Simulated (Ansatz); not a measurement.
The same path of BFH3NO + BrH (9 atoms, charge 0, multiplicity 1) was run twice with different band settings. Lost on the way: Br8–H9. Made: B1–Br8, N2–H9.

Level of theory: Ansatz 0.2.0, RKS CAM-B3LYP/def2-SVP.

Relaxed end points:

```xyz
9
Properties=species:S:1:pos:R:3
B 0.132 -0.458 0.281
N -0.016 -0.097 1.644
H -0.885 -0.283 2.131
H 0.796 -0.071 2.249
O 1.355 -0.489 -0.292
H 1.330 -0.681 -1.237
F -0.962 -0.737 -0.437
Br -0.372 3.316 1.308
H -0.222 1.882 1.434
```

```xyz
9
Properties=species:S:1:pos:R:3
B 0.047 0.347 0.215
N -0.140 0.143 1.817
H -0.303 -0.847 2.023
H 0.709 0.451 2.295
O 1.131 -0.466 -0.106
H 1.405 -0.361 -1.023
F -1.166 0.041 -0.345
Br 0.401 2.373 0.051
H -0.927 0.701 2.155
```

Common settings: spring 5.0 eV/Å²; optimiser quadratic models (default); start path through a guess of the saddle point; force threshold 0.03 eV/Å; iteration limit 60; end points relaxed.

| run | movable images | climbing image |
| --- | --- | --- |
| 1 | 5 | yes |
| 2 | 3 | no |

Question: What does each run give, and how far can it be trusted?

Answer: Run 1: converged after 19 iterations, highest image 0.479 eV above the first end. A vibrational analysis at the climbing image gives one clearly imaginary mode, 297i cm⁻¹: a first-order saddle point.
Run 2: converged after 13 iterations, highest image 0.219 eV above the first end. No image climbed, so the highest image needn't sit at the top of the path. A band with more images between the same ends climbed to 0.48 eV, so this one has probably stepped over the top. So few images can step over the top or miss a turn of the path.
The orbitals stay closed-shell, which can raise the energy where a bond breaks towards radicals; this wasn't checked here.
